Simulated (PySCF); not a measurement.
# What a mistake does to a calculation on BH6OSi2 cation

All numbers below are calculated, not measured. The program is PySCF 2.14.0, an open-source quantum chemistry code, run on an isolated molecule that a program drew, which may never have been made. The molecule is BH6OSi2 cation (charge +1, singlet), drawn as the SMILES string `O[SiH+]B[SiH3]`.

Each row is a Hartree-Fock (HF) and frozen-core CCSD(T) single point in the cc-pV(D+d)Z basis, meant for a local HF minimum. Run 1 is clean. Each other run has one planted mistake out of seven kinds, and not every kind appears here: one electron removed, one electron added, multiplicity raised by two, geometry at a saddle point, minimal basis STO-3G, one bond length entered in bohr, all coordinates scaled. The reference is restricted for singlets and unrestricted otherwise, and also for a bond in bohr. Adding or removing an electron swaps singlet and doublet. Electrons count all cores. HOMO and LUMO are orbital energies over both spins, the gradient is its largest component, and the lowest frequency (negative if imaginary) is given only where the gradient is small. Bond lengths are over the 9 bonds as drawn. T1 is the CCSD diagnostic: over 0.02 (restricted) or 0.045 (unrestricted) a single reference is doubtful.

Geometry of the clean run:
```xyz
10
BH6OSi2 cation, angstrom
O    -1.6417   -2.6828   -0.2086
Si   -0.3962   -2.0257    0.5071
B    -0.4337   -0.2506    1.4702
Si   -0.1038    1.5788    0.5754
H    -2.5474   -2.3996   -0.2661
H     0.7894   -2.8591    0.3195
H    -0.6852   -0.3252    2.6363
H    -1.4561    2.1715    0.4990
H     0.4693    1.4003   -0.7732
H     0.7984    2.3376    1.4584
```

| run | electrons | basis functions | <S^2> | HOMO (eV) | LUMO (eV) | gradient (hartree/bohr) | lowest frequency (cm^-1) | mean bond (Å) | longest bond (Å) | T1 | HF (hartree) | CCSD(T) (hartree) | mistake |
|---|---|---|---|---|---|---|---|---|---|---|---|---|---|
| 1 | 46 | 104 | 0.000 | -15.98 | -4.62 | 3.4e-06 | 36 | 1.5219 | 2.063 | 0.0168 | -680.64829 | -681.16060 | no fault |
| 2 | 46 | 104 | 2.021 | -13.48 | -6.71 | 6.8e-02 | - | 1.5219 | 2.063 | 0.0233 | -680.55836 | -681.06133 | multiplicity raised by two |
| 3 | 46 | 104 | 1.005 | -15.34 | -5.62 | 1.3e-02 | - | 1.6781 | 2.985 | 0.0221 | -680.50812 | -680.98012 | one bond length entered in bohr |
| 4 | 47 | 104 | 0.761 | -6.74 | 0.94 | 6.2e-02 | - | 1.5219 | 2.063 | 0.0165 | -680.85449 | -681.38724 | one electron added |
| 5 | 46 | 104 | 0.000 | -16.52 | -4.83 | 1.3e-01 | - | 1.3834 | 1.875 | 0.0150 | -680.55413 | -681.05675 | ? |

**Which mistake was planted in run 5, and what did it cost?**

The mean and the longest bond both change by the same factor, 0.909, and the gradient is no longer small. So the mistake is: all coordinates scaled. Subtracting run 1 and multiplying by 627.51 kcal/mol a hartree, the energy moved by 59.1 kcal/mol in HF and 65.2 kcal/mol in CCSD(T).

